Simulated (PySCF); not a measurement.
C₂H₅FInN. Atoms are numbered in the order given.

```xyz
10

In    -0.1375     0.1368     0.1252
F     -2.0716     0.2419     0.5385
C      0.4410    -1.2648    -1.3794
C      1.7149    -1.5172    -1.7040
H     -0.3624    -1.7978    -1.9008
H      1.9768    -2.2482    -2.4800
H      2.5631    -1.0201    -1.2204
N      0.8798     1.3070     1.4398
H      0.3313     2.0377     1.8900
H      1.7784     1.6894     1.1529
```
Charge 0, spin multiplicity 1.

Geometry: B3LYP-D3(BJ)/def2-SVP. The structure was generated by enumeration; whether it is a known compound was not checked. The def2 effective core potentials stand for the cores of In; spin–orbit coupling is left out. Other conformers were not sampled.

All values below come from ωB97X/def2-TZVP (PySCF).

The total energy is -424.03566 hartree and the highest occupied level is -9.83 eV. The lowest empty level is 0.50 eV and the orbital gap is 10.33 eV. The dipole moment is 3.79 D. The quadrupole, principal values (traceless, Buckingham form, about the centre of nuclear charge) is -7.22, -1.31, 8.53 D·Å, the mean static polarisability comes out as 64.3 bohr³ (9.53 Å³) and the polarisability, principal values is 43.7, 65.5, 83.8 bohr³.
